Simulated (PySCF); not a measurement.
C3H12CdSi2, SMILES C[Si](C)(C)[Cd][SiH3], GFN2-xTB optimised geometry.

```
18

Cd    -1.46    -0.48     0.00
Si    -0.64    -2.95     0.00
H     -0.98    -4.00     0.98
H      0.85    -2.95     0.00
H     -0.98    -3.59    -1.30
Si    -0.77     1.52    -1.54
C      1.14     1.45    -1.23
C     -1.17     3.37    -1.92
C     -0.99     0.59    -3.23
H      1.72     1.78    -2.09
H      1.43     2.08    -0.39
H      1.46     0.43    -0.99
H     -0.98     4.00    -1.06
H     -2.20     3.51    -2.21
H     -0.55     3.74    -2.74
H     -2.01     0.68    -3.60
H     -0.77    -0.48    -3.11
H     -0.33     0.97    -4.01
```

Density from PySCF with CAM-B3LYP/def2-SVP, def2 effective core potentials past Kr at that geometry. The core electrons that the potentials of Cd replace are not part of the density.

Minimum of the electron density along straight lines between bonded atoms, close to the bond critical point (lines longer than 1.1 times the sum of covalent radii, or with two minima, are not listed):

```json
[
 {"bond": "Cd1–Si2", "length / Å": "2.603", "ρ at the minimum / e bohr⁻³": "0.062", "∇²ρ there / e bohr⁻⁵": "0.01", "position (fraction from the first atom)": "0.50"},
 {"bond": "Si2–H3", "length / Å": "1.476", "ρ at the minimum / e bohr⁻³": "0.113", "∇²ρ there / e bohr⁻⁵": "0.32", "position (fraction from the first atom)": "0.49"},
 {"bond": "Si2–H4", "length / Å": "1.491", "ρ at the minimum / e bohr⁻³": "0.110", "∇²ρ there / e bohr⁻⁵": "0.30", "position (fraction from the first atom)": "0.48"},
 {"bond": "Si2–H5", "length / Å": "1.490", "ρ at the minimum / e bohr⁻³": "0.111", "∇²ρ there / e bohr⁻⁵": "0.30", "position (fraction from the first atom)": "0.49"},
 {"bond": "Cd1–Si6", "length / Å": "2.618", "ρ at the minimum / e bohr⁻³": "0.058", "∇²ρ there / e bohr⁻⁵": "0.01", "position (fraction from the first atom)": "0.51"},
 {"bond": "Si6–C7", "length / Å": "1.940", "ρ at the minimum / e bohr⁻³": "0.104", "∇²ρ there / e bohr⁻⁵": "0.28", "position (fraction from the first atom)": "0.38"},
 {"bond": "Si6–C8", "length / Å": "1.928", "ρ at the minimum / e bohr⁻³": "0.107", "∇²ρ there / e bohr⁻⁵": "0.28", "position (fraction from the first atom)": "0.38"},
 {"bond": "Si6–C9", "length / Å": "1.940", "ρ at the minimum / e bohr⁻³": "0.104", "∇²ρ there / e bohr⁻⁵": "0.28", "position (fraction from the first atom)": "0.38"},
 {"bond": "C7–H10", "length / Å": "1.087", "ρ at the minimum / e bohr⁻³": "0.271", "∇²ρ there / e bohr⁻⁵": "-0.98", "position (fraction from the first atom)": "0.63"},
 {"bond": "C7–H11", "length / Å": "1.088", "ρ at the minimum / e bohr⁻³": "0.271", "∇²ρ there / e bohr⁻⁵": "-0.97", "position (fraction from the first atom)": "0.63"},
 {"bond": "C7–H12", "length / Å": "1.096", "ρ at the minimum / e bohr⁻³": "0.266", "∇²ρ there / e bohr⁻⁵": "-0.93", "position (fraction from the first atom)": "0.62"},
 {"bond": "C8–H13", "length / Å": "1.086", "ρ at the minimum / e bohr⁻³": "0.273", "∇²ρ there / e bohr⁻⁵": "-0.99", "position (fraction from the first atom)": "0.63"},
 {"bond": "C8–H14", "length / Å": "1.086", "ρ at the minimum / e bohr⁻³": "0.273", "∇²ρ there / e bohr⁻⁵": "-0.99", "position (fraction from the first atom)": "0.63"},
 {"bond": "C8–H15", "length / Å": "1.088", "ρ at the minimum / e bohr⁻³": "0.271", "∇²ρ there / e bohr⁻⁵": "-0.98", "position (fraction from the first atom)": "0.63"},
 {"bond": "C9–H16", "length / Å": "1.088", "ρ at the minimum / e bohr⁻³": "0.271", "∇²ρ there / e bohr⁻⁵": "-0.97", "position (fraction from the first atom)": "0.62"},
 {"bond": "C9–H17", "length / Å": "1.096", "ρ at the minimum / e bohr⁻³": "0.266", "∇²ρ there / e bohr⁻⁵": "-0.93", "position (fraction from the first atom)": "0.62"},
 {"bond": "C9–H18", "length / Å": "1.087", "ρ at the minimum / e bohr⁻³": "0.271", "∇²ρ there / e bohr⁻⁵": "-0.98", "position (fraction from the first atom)": "0.63"}
]
```
